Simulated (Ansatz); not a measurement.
Program: Ansatz.

Input file:

```yaml
crystal:
  periodic: [false, false, false]
  atoms:
    - { symbol: Ti, position_ang: [0.250273, -0.065347, -0.111788] }
    - { symbol: Cl, position_ang: [0.078598, 0.146545, 2.132111] }
    - { symbol: O, position_ang: [1.836576, -0.661664, -0.595604] }
    - { symbol: H, position_ang: [2.670634, -0.320481, -0.963448] }
    - { symbol: Cl, position_ang: [-0.199631, 1.88245, -1.059164] }
    - { symbol: "N", position_ang: [-0.982768, -1.331418, -0.644608] }
    - { symbol: H, position_ang: [-1.983952, -1.24571, -0.408068] }
    - { symbol: H, position_ang: [-0.778527, -2.232775, -1.091436] }
    - { symbol: Br, position_ang: [-3.541685, -0.715005, 1.834433] }
    - { symbol: H, position_ang: [-2.165318, -0.369896, 2.168071] }
basis:
  gaussian: { orbitals: def2-SVP }
hamiltonian:
  xc: pbe
neb:
  order_check: false
  images: 7
  f_tol: 0.03
  max_iterations: 8
  final_atoms:
    - { symbol: H, position_ang: [-0.22765991, 0.09088596, 2.82526393] }
    - { symbol: Br, position_ang: [-2.19360625, -0.13202477, 1.48182531] }
    - { symbol: H, position_ang: [-0.672089, -2.47962454, -1.65745685] }
    - { symbol: H, position_ang: [-2.01404338, -1.60291999, -2.1966843] }
    - { symbol: "N", position_ang: [-1.20682455, -1.60887615, -1.56094701] }
    - { symbol: Cl, position_ang: [-0.92793456, 1.71412179, -1.58532521] }
    - { symbol: H, position_ang: [1.26876046, -0.33736233, 1.0487948] }
    - { symbol: O, position_ang: [0.8591563, -0.50913144, 0.16201159] }
    - { symbol: Cl, position_ang: [1.04125462, 0.13955996, 3.2077529] }
    - { symbol: Ti, position_ang: [-0.74281374, -0.18792949, -0.46473618] }
  initial_path: idpp
```

Command:

```bash
$ ansatz run input.yaml --threads 4 --pin off --max-ram 5120MiB --backend cpu --events-out ev --progress --plain --runs-dir out
```

Problem. What does the program answer?

Solution. The input was rejected before any iteration.

```
Error: 8 input errors — fix all and re-run
  1. invalid value for `neb.final_atoms`: atom 0 is H but atom 0 of crystal.atoms is Ti — the final endpoint must list the same atoms in the same order
  2. invalid value for `neb.final_atoms`: atom 1 is Br but atom 1 of crystal.atoms is Cl — the final endpoint must list the same atoms in the same order
  3. invalid value for `neb.final_atoms`: atom 2 is H but atom 2 of crystal.atoms is O — the final endpoint must list the same atoms in the same order
  4. invalid value for `neb.final_atoms`: atom 4 is N but atom 4 of crystal.atoms is Cl — the final endpoint must list the same atoms in the same order
  5. invalid value for `neb.final_atoms`: atom 5 is Cl but atom 5 of crystal.atoms is N — the final endpoint must list the same atoms in the same order
  6. invalid value for `neb.final_atoms`: atom 7 is O but atom 7 of crystal.atoms is H — the final endpoint must list the same atoms in the same order
  7. invalid value for `neb.final_atoms`: atom 8 is Cl but atom 8 of crystal.atoms is Br — the final endpoint must list the same atoms in the same order
  8. invalid value for `neb.final_atoms`: atom 9 is Ti but atom 9 of crystal.atoms is H — the final endpoint must list the same atoms in the same order
```
